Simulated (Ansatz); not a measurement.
Job for Ansatz (a program for electronic structure): R-PBE/def2-TZVPP on BHO2 (SMILES O=BO).

Ansatz 0.2 input:
```yaml
crystal:
  periodic: [false, false, false]
  atoms:
    - {symbol: B, position_ang: [-0.21226774, -0.06367081, 0.46139244]}
    - {symbol: O, position_ang: [-0.32097931, -0.09625356, 1.66781536]}
    - {symbol: O, position_ang: [-0.15105683, -0.04534446, -0.86114063]}
    - {symbol: H, position_ang: [0.68420388, 0.20526882, -1.26816716]}
basis:
  gaussian:
    orbitals: def2-TZVPP
hamiltonian:
  xc: {name: PBE}
scf: {lower_state_search: off}
```

It printed:

```
WARN ansatz: RAYON_NUM_THREADS=4 ignored (pool sized by the plan → 4); use --threads N
Functional definition: PBE
these checks for a lower state are left out or cut short: stability, starts, cluster_reference, orbital_swaps, neighbouring_geometries, increment
integrals: 0.02 GiB planned
530 factors; their error is unknown
mean field: 0.23 GiB planned
mean field evaluation 1: about -4775.4285 eV, gradient 8.0e1 eV
mean field evaluation 2: about -4722.3147 eV, gradient 1.7e2 eV
mean field evaluation 4: about -4785.2953 eV, gradient 1.4e1 eV
mean field evaluation 8: about -4785.5992 eV, gradient 4.0e-2 eV
mean field evaluation 16: about -4785.5971 eV, gradient 3.0e-6 eV
mean field -4785.59711931 eV, -175.8674503404 hartree, gradient 3.0e-6 eV, S^2 0.000000; 0 other end points of the search recorded, 0 dependent functions left out
reference -4785.59715324 eV, -175.8674515874 hartree; 11, 11 occupied and 96, 96 virtual orbitals, 530 factors
Total energy: -4785.59715324 eV, -175.8674515874 hartree
Checks for a lower state left out: stability, starts, cluster_reference, orbital_swaps, neighbouring_geometries, increment
```

Self-consistency was reached.

Cost: roughly 0.8 core-seconds.
